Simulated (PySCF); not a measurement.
Computed properties of H₃O₃Si, SMILES [Si](O)(O)O

H₃O₃Si, SMILES O[Si](O)O (connectivity only; charge and spin as stated), charge +1, multiplicity 1. Geometry: TPSSh-D3(BJ)/def2-SVP. The multiplicity is an assumed one; other spin states were not compared. The isomer is the one that the SMILES or the coordinates give; other isomers of the formula were not compared. The values are those of a single conformer. All values are computed for the isolated molecule unless a solvent is named; none is compared with measurement here.

**Structure.** The optimised structure has Cs symmetry. All 15 harmonic modes at TPSSh-D3(BJ)/def2-SVP (PySCF) are real, so it is a minimum. With heavy atoms numbered as in [OH:1][Si:2]([OH:3])[OH:4], the shortest bond between them is Si2–O4 at 1.583 Å and the longest Si2–O3 at 1.588 Å.

**Vibrations.** The strongest infrared lines (harmonic, unscaled, degenerate partners summed) lie at 3780 cm⁻¹ (522 km/mol, H 94 %), 563 cm⁻¹ (379 km/mol, H 85 %, O 14 %), 3810 cm⁻¹ (364 km/mol, H 94 %). The softest mode is at 294 cm⁻¹ and the zero-point energy is 26.5 kcal/mol.

**Electronic structure.** HF/def2-TZVPD (PySCF) places the frontier levels at -20.81 and -4.01 eV, a gap of 16.80 eV and a mean polarisability of 26.1 bohr³.

**Excitations.** TDDFT-PBE0/def2-SVPD (PySCF) has S1 at 7.59 eV (163 nm, f = 0.000, dark); the most intense of the 10 singlets computed lies at 9.61 eV (f = 0.17). T1 (TDA) is at 7.18 eV. No vertical singlet excitation falls in the visible range (under 3.1 eV).

**NMR.** GIAO shifts at PBE0/pcSseg-1 (PySCF) (non-relativistic, atoms alike by connectivity averaged): ¹H at 5.9 ppm against TMS; ²⁹Si at -45.7 ppm against TMS.
